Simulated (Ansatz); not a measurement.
Reaction (cleavage of the Al–B bond): `[AlH2][BH]O[SiH3]` + HI → `[AlH2][I]` + `BO[SiH3]`

Program: Ansatz. Geometries: PBE0-D4/def2-TZVP. ΔE: electronic, gas phase. CCSD(T)/CBS adds triple-zeta CCSD(T) − MP2 to the extrapolated MP2 energy (def2 sets, frozen cores). DFT in def2-TZVPP. B3LYP here is the variant with VWN-RPA as its local correlation; programs differ in this. HSE06 is defined as in plane-wave codes. def2 core potentials past Kr. For I outer-core shells are correlated without core-valence functions, which leaves a few kJ/mol of doubt a bond. Each species was taken in one conformer, which may not be the lowest.

`[AlH2][BH]O[SiH3]`:

```xyz
10

Al   -2.481   -0.341   -0.751
B    -0.342   -0.134   -0.658
O     0.264    0.106    0.532
Si    1.862    0.314    0.933
H    -3.193   -1.760   -0.585
H    -3.433    0.911   -1.021
H     0.381   -0.220   -1.631
H     2.708    0.196   -0.282
H     2.010    1.657    1.541
H     2.224   -0.729    1.922
```

HI:

Cartesian coordinates in Å:
```
I -0.726 -0.347 -0.027
H 0.726 0.347 0.027
```

`[AlH2][I]`:

```xyz
4

Al    0.010   -0.220    0.120
I    -0.090    1.947   -1.065
H     0.154   -1.527   -0.749
H    -0.074   -0.201    1.695
```

`BO[SiH3]`:

Z-matrix (Å, degrees):
```
Si
O 1 1.658
H 1 1.482 2 107.9
H 1 1.482 2 107.9 3 -118.9
H 1 1.485 2 110.1 3 120.6
B 2 1.347 1 132.3 3 -120.7
H 6 1.199 2 118.0 1 180.0
H 6 1.204 2 120.0 1 0.0
```

| level | ΔE (kJ/mol) | difference from CCSD(T)/CBS |
| --- | --- | --- |
| LDA (SPW92) | -183.8 | 19.0 |
| PBE-D4 | -185.8 | 17.0 |
| revPBE-D4 | -183.5 | 19.3 |
| BLYP-D4 | -187.1 | 15.7 |
| r2SCAN-D4 | -201.5 | 1.3 |
| B97M-V | -193.7 | 9.1 |
| r2SCANh-D4 | -203.6 | -0.8 |
| r2SCAN0-D4 | -206.4 | -3.6 |
| HSE06-D4 | -195.2 | 7.6 |
| BHLYP-D4 | -206.7 | -3.9 |
| CAM-B3LYP-D4 | -195.8 | 7.0 |
| ωB97M-V | -200.9 | 1.9 |
| B2PLYP | -202.5 | 0.3 |
| PBE-QIDH | -206.3 | -3.5 |
| PBE | -186.6 | 16.2 |
| revPBE | -186.6 | 16.2 |
| BLYP | -188.9 | 13.9 |
| r2SCAN | -202.0 | 0.8 |
| PBE0 | -195.6 | 7.2 |
| B3LYP | -196.2 | 6.6 |
| r2SCANh | -204.1 | -1.3 |
| r2SCAN0 | -207.0 | -4.2 |
| HSE06 | -195.9 | 6.9 |
| BHLYP | -206.2 | -3.4 |
| CAM-B3LYP | -196.6 | 6.2 |
| RPA@PBE/def2-TZVPP | -187.5 | 15.3 |
| HF/def2-SVP | -214.7 | -11.9 |
| CCSD/def2-SVP | -196.4 | 6.4 |
| CCSD(T)/def2-SVP | -194.8 | 8.0 |
| HF/def2-TZVPP | -217.4 | -14.6 |
| MP2/def2-TZVPP | -212.6 | -9.8 |
| SCS-MP2/def2-TZVPP | -207.3 | -4.5 |
| CCSD/def2-TZVPP | -197.6 | 5.2 |
| CCSD(T)/def2-TZVPP | -196.3 | 6.5 |
| HF/def2-QZVPP | -217.0 | -14.2 |
| MP2/def2-QZVPP | -216.1 | -13.3 |
| SCS-MP2/def2-QZVPP | -210.8 | -8.0 |
| HF/CBS(def2) | -217.0 | -14.2 |
| MP2/CBS(def2) | -219.0 | -16.2 |
| CCSD/CBS(def2) | -204.0 | -1.2 |
| CCSD(T)/CBS | -202.8 | 0 |

Largest T1 diagnostic among the species: 0.013.

From BLYP to BHLYP (50 % exact exchange), in def2-TZVPP and without D4, ΔE moves by −17.3 kJ/mol. Leaving LDA and LC-ωPBE aside and taking each functional with its dispersion term where it has one, the values spread over 23.2 kJ/mol, from BHLYP-D4 to revPBE-D4. In def2-TZVPP, CCSD(T) changes the Hartree–Fock value by +21.1 kJ/mol (the triples alone add +1.3 kJ/mol) and MP2 by +4.9 kJ/mol.
